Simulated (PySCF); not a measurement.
PySCF input for C₂H₆O₂Si, SMILES [SiH]1(O)COC1, TDA-M06-2X/def2-SVPD. The structure is a stationary point at PBE0-D3(BJ)/def2-SVP. This is a generated structure with no PubChem entry under its InChIKey; it may be hypothetical. The values are those of a single conformer.

```python
import numpy as np
from pyscf import gto, scf, dft, tdscf

mol = gto.M(
    atom='''
    O     2.00787220   -0.46716714   -0.00000000
    Si    0.57745209    0.37950050    0.00000000
    C    -0.84430557   -0.14594408   -1.13125491
    O    -1.72275065   -0.04287366    0.00000000
    C    -0.84430558   -0.14594409    1.13125490
    H     2.82653123    0.03494926   -0.00000000
    H     0.87554287    1.84709942   -0.00000000
    H    -0.77916838   -1.18445227   -1.51133968
    H    -1.18868602    0.50275215   -1.95245351
    H    -1.18868601    0.50275216    1.95245350
    H    -0.77916838   -1.18445226    1.51133968
    ''',
    basis='def2-SVPD',
    charge=0,
    spin=0,
    symmetry=True,
    max_memory=1600,
    verbose=4,
)
mf = dft.RKS(mol, xc='m06-2x').density_fit(auxbasis='def2-universal-jkfit')
mf.grids.level = 4
mf.conv_tol = 1e-9
mf.max_cycle = 100
mf.kernel()
mf.grids = dft.Grids(mol).set(level=2).build(with_non0tab=True)  # coarser grid for the response kernel
td = tdscf.TDA(mf)
td.singlet = True
td.nstates = 10
td.conv_tol = 1e-4
td.positive_eig_threshold = 1e-6
td.kernel(x0=td.get_init_guess(mf, 15))
td.analyze()
tt = tdscf.TDA(mf)
tt.singlet = False
tt.nstates = 4
tt.conv_tol = 1e-4
tt.positive_eig_threshold = 1e-6
tt.kernel(x0=tt.get_init_guess(mf, 9))
tt.analyze(verbose=3)
```

Program output:

```
PySCF version 2.14.0

[INPUT] verbose = 4
[INPUT] num. atoms = 11
[INPUT] num. electrons = 48
[INPUT] charge = 0
[INPUT] spin (= nelec alpha-beta = 2S) = 0
[INPUT] symmetry True subgroup None
[INPUT] Mole.unit = angstrom
[INPUT] Symbol           X                Y                Z      unit          X                Y                Z       unit  Magmom
[INPUT]  1 O      2.007872200000  -0.467167140000   0.000000000000 AA    3.794328551128  -0.882817948996   0.000000000000 Bohr   0.0
[INPUT]  2 Si     0.577452090000   0.379500500000   0.000000000000 AA    1.091226300158   0.717152009136   0.000000000000 Bohr   0.0
[INPUT]  3 C     -0.844305570000  -0.145944080000  -1.131254910000 AA   -1.595506292745  -0.275794340702  -2.137761956969 Bohr   0.0
[INPUT]  4 O     -1.722750650000  -0.042873660000   0.000000000000 AA   -3.255526909416  -0.081019475358   0.000000000000 Bohr   0.0
[INPUT]  5 C     -0.844305580000  -0.145944090000   1.131254900000 AA   -1.595506311642  -0.275794359599   2.137761938072 Bohr   0.0
[INPUT]  6 H      2.826531230000   0.034949260000   0.000000000000 AA    5.341369907230   0.066044529656   0.000000000000 Bohr   0.0
[INPUT]  7 H      0.875542870000   1.847099420000   0.000000000000 AA    1.654536234616   3.490512028643   0.000000000000 Bohr   0.0
[INPUT]  8 H     -0.779168380000  -1.184452270000  -1.511339680000 AA   -1.472414843121  -2.238290397919  -2.856018076388 Bohr   0.0
[INPUT]  9 H     -1.188686020000   0.502752150000  -1.952453510000 AA   -2.246291025899   0.950063872036  -3.689602404846 Bohr   0.0
[INPUT] 10 H     -1.188686010000   0.502752160000   1.952453500000 AA   -2.246291007002   0.950063890934   3.689602385948 Bohr   0.0
[INPUT] 11 H     -0.779168380000  -1.184452260000   1.511339680000 AA   -1.472414843121  -2.238290379022   2.856018076388 Bohr   0.0

nuclear repulsion = 240.112015064055
point group symmetry = Cs
symmetry origin: [ 2.75585060e-09  1.57477175e-09 -2.75585056e-09]
symmetry axis x: [1.00000000e+00 6.63513138e-10 2.60617547e-10]
symmetry axis y: [ 6.63513139e-10 -1.00000000e+00 -1.75724047e-09]
symmetry axis z: [-2.60617546e-10 -1.75724053e-09  1.00000000e+00]
num. orbitals of irrep A' = 97
num. orbitals of irrep A" = 61
number of shells = 68
number of NR pGTOs = 228
number of NR cGTOs = 158
basis = def2-SVPD
ecp = {}


[settings echo left out]
init E= -519.972960570254
HOMO (A') = -0.307127408060554  LUMO (A') = -0.0240454418171923  gap/eV = 7.70305
cycle= 1 E= -519.29673047147  delta_E= 0.676  |g|= 0.704  |ddm|= 4.12
HOMO (A') = -0.237797922171534  LUMO (A') = 0.00986064173819168  gap/eV = 6.73913
cycle= 2 E= -519.246259384753  delta_E= 0.0505  |g|= 0.899  |ddm|= 1.47
HOMO (A') = -0.316316251346142  LUMO (A') = 0.00942337588670172  gap/eV = 8.86383
cycle= 3 E= -519.396658933267  delta_E= -0.15  |g|= 0.0496  |ddm|= 0.742
HOMO (A') = -0.315275227570539  LUMO (A') = 0.0128851903472773  gap/eV = 8.92970
cycle= 4 E= -519.397175508092  delta_E= -0.000517  |g|= 0.0158  |ddm|= 0.0732
HOMO (A') = -0.315528208367656  LUMO (A') = 0.012662554739546  gap/eV = 8.93053
cycle= 5 E= -519.397220589918  delta_E= -4.51e-05  |g|= 0.0085  |ddm|= 0.0301
HOMO (A') = -0.315124252599003  LUMO (A') = 0.0124781593016254  gap/eV = 8.91452
cycle= 6 E= -519.397234610909  delta_E= -1.4e-05  |g|= 0.00165  |ddm|= 0.00871
HOMO (A') = -0.315381237096599  LUMO (A') = 0.0125189854892249  gap/eV = 8.92262
cycle= 7 E= -519.397235180271  delta_E= -5.69e-07  |g|= 0.000607  |ddm|= 0.00272
HOMO (A') = -0.31529240776321  LUMO (A') = 0.012510363400676  gap/eV = 8.91997
cycle= 8 E= -519.39723527871  delta_E= -9.84e-08  |g|= 9.89e-05  |ddm|= 0.000955
HOMO (A') = -0.315314332280474  LUMO (A') = 0.0125063717940268  gap/eV = 8.92046
cycle= 9 E= -519.397235281846  delta_E= -3.14e-09  |g|= 2.78e-05  |ddm|= 0.000264
HOMO (A') = -0.315312394536244  LUMO (A') = 0.0125076176863224  gap/eV = 8.92044
cycle= 10 E= -519.397235282139  delta_E= -2.93e-10  |g|= 5.24e-06  |ddm|= 6.75e-05
HOMO (A') = -0.315312532250232  LUMO (A') = 0.0125075775019869  gap/eV = 8.92044
Extra cycle  E= -519.39723528215  delta_E= -1.11e-11  |g|= 2.96e-06  |ddm|= 1.72e-05
converged SCF energy = -519.39723528215
tot grids = 88992
Overwritten attributes  positive_eig_threshold  of <class 'pyscf.tdscf.rks.TDA'>


******** <class 'pyscf.tdscf.rks.TDA'> for <class 'pyscf.df.df_jk.DFSymAdaptedRKS'> ********
nstates = 10 singlet
deg_eia_thresh = 1.000e-03
wfnsym = None
conv_tol = 0.0001
eigh lindep = 1e-12
eigh level_shift = 0
eigh max_cycle = 100


Excitation energies (eV)
[6.53383681 7.01089964 7.02787728 7.13386011 7.66382038 7.84614722
 7.88997951 7.99888158 8.0545129  8.30977993]

** Singlet excitation energies and oscillator strengths **
Excited State   1:   A'      6.53384 eV    189.76 nm  f=0.0022
      24 -> 25       -0.56239
      24 -> 27       -0.28450
      24 -> 28        0.24905
      24 -> 31        0.11187
Excited State   2:   A"      7.01090 eV    176.84 nm  f=0.0060
      23 -> 25       -0.32018
      23 -> 28        0.10333
      24 -> 26        0.58484
Excited State   3:   A'      7.02788 eV    176.42 nm  f=0.0007
      24 -> 25        0.35984
      24 -> 27       -0.52971
      24 -> 28        0.22231
Excited State   4:   A"      7.13386 eV    173.80 nm  f=0.0011
      23 -> 25       -0.55470
      23 -> 27       -0.16204
      23 -> 31        0.12642
      24 -> 26       -0.33453
Excited State   5:   A'      7.66382 eV    161.78 nm  f=0.0305
      22 -> 25       -0.25297
      22 -> 27       -0.12607
      24 -> 27       -0.32186
      24 -> 28       -0.47063
      24 -> 31        0.12461
      24 -> 32       -0.13340
Excited State   6:   A'      7.84615 eV    158.02 nm  f=0.0308
      22 -> 25        0.49546
      22 -> 27        0.21425
      22 -> 28       -0.18459
      22 -> 31       -0.12887
      23 -> 26       -0.18812
      24 -> 28       -0.24188
      24 -> 31        0.10243
Excited State   7:   A"      7.88998 eV    157.14 nm  f=0.0658
      23 -> 25       -0.19113
      23 -> 27        0.55433
      23 -> 28       -0.30747
      23 -> 32       -0.12031
Excited State   8:   A'      7.99888 eV    155.00 nm  f=0.0454
      22 -> 27       -0.12094
      23 -> 26       -0.35498
      24 -> 29        0.57009
      24 -> 33       -0.10751
Excited State   9:   A'      8.05451 eV    153.93 nm  f=0.1566
      22 -> 25        0.11734
      23 -> 26        0.54991
      24 -> 29        0.35878
Excited State  10:   A"      8.30978 eV    149.20 nm  f=0.0038
      22 -> 26       -0.54067
      23 -> 27       -0.21822
      23 -> 28       -0.28230
      24 -> 26        0.12862
      24 -> 30        0.12024

** Transition electric dipole moments (AU) **
state          X           Y           Z        Dip. S.      Osc.
  1         0.0524     -0.1052      0.0000      0.0138      0.0022
  2        -0.0000      0.0000     -0.1867      0.0349      0.0060
  3         0.0445     -0.0483      0.0000      0.0043      0.0007
  4         0.0000     -0.0000      0.0798      0.0064      0.0011
  5        -0.0666     -0.3974      0.0000      0.1624      0.0305
  6        -0.3711     -0.1498      0.0000      0.1602      0.0308
  7        -0.0000     -0.0000     -0.5834      0.3403      0.0658
  8        -0.1453      0.4588     -0.0000      0.2316      0.0454
  9         0.6768      0.5791     -0.0000      0.7934      0.1566
 10        -0.0000     -0.0000      0.1365      0.0186      0.0038

** Transition velocity dipole moments (imaginary part, AU) **
state          X           Y           Z        Dip. S.      Osc.
  1        -0.0035      0.0296     -0.0000      0.0009      0.0025
  2         0.0000     -0.0000     -0.0466      0.0022      0.0056
  3         0.0124     -0.0053     -0.0000      0.0002      0.0005
  4         0.0000      0.0000     -0.0038      0.0000      0.0000
  5        -0.0422     -0.1172     -0.0000      0.0155      0.0367
  6        -0.1031     -0.0211     -0.0000      0.0111      0.0256
  7         0.0000     -0.0000     -0.1226      0.0150      0.0345
  8        -0.0319      0.1132     -0.0000      0.0138      0.0314
  9         0.1719      0.1317      0.0000      0.0469      0.1056
 10        -0.0000      0.0000      0.0588      0.0035      0.0076

** Transition magnetic dipole moments (imaginary part, AU) **
state          X           Y           Z
  1         0.0000      0.0000      0.1814
  2         0.5366     -1.1067     -0.0000
  3         0.0000      0.0000      0.4334
  4        -0.9719      0.2393      0.0000
  5        -0.0000      0.0000     -0.9491
  6        -0.0000      0.0000      0.5852
  7        -0.0501     -0.8523     -0.0000
  8         0.0000      0.0000     -0.5580
  9        -0.0000     -0.0000      0.0005
 10        -0.3715      0.1762      0.0000


******** <class 'pyscf.tdscf.rks.TDA'> for <class 'pyscf.df.df_jk.DFSymAdaptedRKS'> ********
nstates = 4 triplet
deg_eia_thresh = 1.000e-03
wfnsym = None
conv_tol = 0.0001
eigh lindep = 1e-12
eigh level_shift = 0
eigh max_cycle = 100


Excitation energies (eV)
[6.19746358 6.79961862 6.85569003 6.98612703]

** Triplet excitation energies and oscillator strengths **
Excited State   1:   A'      6.19746 eV    200.06 nm  f=0.0000
Excited State   2:   A"      6.79962 eV    182.34 nm  f=0.0000
Excited State   3:   A'      6.85569 eV    180.85 nm  f=0.0000
Excited State   4:   A"      6.98613 eV    177.47 nm  f=0.0000
```

The run converged.
